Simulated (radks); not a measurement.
Results of a calculation; reference values are marked as such.
Numerical settings for neutral manganese, [Ar] 3d5 4s2. Code: a radial shooting solver on a logarithmic mesh with Libxc functionals. Model: scalar-relativistic Kohn-Sham, PBEsol, spin-unpolarised, spherical densities, finite nucleus; Fermi nuclear charge, rms radius 3.7057 fm. The defaults (mesh step 0.008 in ln r, mesh end at 40 bohr or more with all orbitals vanishing there, Anderson mixing 0.5 over 9 steps, residual threshold near 1e-9 with the energy settled to 1e-9 hartree or 1e-11 of itself, here a cap of 61 iterations) give E = -1157.1614 hartree and 4s at -5.125 eV in 14 iterations. Run on one thread of a shared host, so times are rough (Arm Neoverse N1): 0.11 s of CPU time, 0.11 s wall, 14 iterations on 2381 mesh points. Changes against that run (0 stands for a change within the tolerance of the run):

\begin{tabular}{lrrrrr}
setting & iterations & converged & E (mhartree) & e(4s) (meV) & CPU (s) \\ \hline
mesh step in ln r 0.08 & 14 & yes & +0.126 & -0.0444 & 0.02 \\
mesh step in ln r 0.2 & 4 & no & diverged & - & 0.01 \\
mesh step in ln r 0.005 & 14 & yes & 0 & 0 & 0.16 \\
mesh end (bohr) 20 & 14 & yes & 0 & 0 & 0.1 \\
mesh end (bohr) 12 & 14 & yes & +0.0312 & +3.12 & 0.1 \\
residual threshold 1e-05 & 11 & yes & 0 & -0.0624 & 0.09 \\
residual threshold 1e-13 & 29 & yes & 0 & 0 & 0.16 \\
mixing 0.05 & 20 & yes & 0 & 0 & 0.14 \\
linear mixing, mixing 0.05 & 61 & no & +0.622 & -128 & 0.37 \\
linear mixing, mixing 0.2 & 61 & no & 0 & 0 & 0.33 \\
mixing history 3 & 18 & yes & 0 & 0 & 0.12 \\
iteration cap 8 & 8 & no & 0 & -0.638 & 0.06 \\
\end{tabular}

No run marked as converged misses the energy by more than 1 mhartree. A mesh that ends early acts as a hard wall.
